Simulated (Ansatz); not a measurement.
Reactions of `OB(F)[SiH2]Br`.

Isolated molecules relaxed with PBE0-D4/def2-TZVP in Ansatz; ΔE leaves out vibrations. CCSD(T)/CBS is the MP2 limit (def2-TZVPP, def2-QZVPP) plus CCSD(T) − MP2 in def2-TZVPP, frozen cores. This one scheme is used for every species. def2 core potentials past Kr. For Br, In outer-core shells are correlated without core-valence functions, which leaves a few kJ/mol of doubt a bond. Scalar relativity is left out up to krypton. Each species was taken in one conformer, which may not be the lowest.

Problem. Order these by ΔE at CCSD(T)/CBS, lowest first. (Best estimate.)
A. `OB(F)[SiH2]Br` + HBr → `Br[SiH2]Br` + `OBF`
B. `OB(F)[SiH2]Br` + H₂ → `OB(F)[SiH3]` + HBr
C. `OB(F)[SiH2]Br` + H₂S → `OB(F)[SiH2]S` + HBr
D. `OB(F)[SiH2]Br` + `[Br][InH2]` → `O[B](F)[InH2]` + `Br[SiH2]Br`
E. `OB(F)[SiH2]Br` + `C=CN(C)C` → `C=C[SiH2]Br` + `CN(C)B(O)F`
F. `OB(F)[SiH2]Br` + HBr → `OB(F)Br` + `[SiH3]Br`
G. `OB(F)[SiH2]Br` + `N[Si](N)(O)O` → `O[SiH2]B(O)F` + `N[Si](N)(O)Br`

Solution. E (-34.4 kcal/mol), A (-26.7 kcal/mol), F (-20.4 kcal/mol), G (+5.4 kcal/mol), C (+10.2 kcal/mol), D (+15.2 kcal/mol), B (+19.4 kcal/mol).

Largest T1 diagnostic: 0.014, for `O[B](F)[InH2]`.
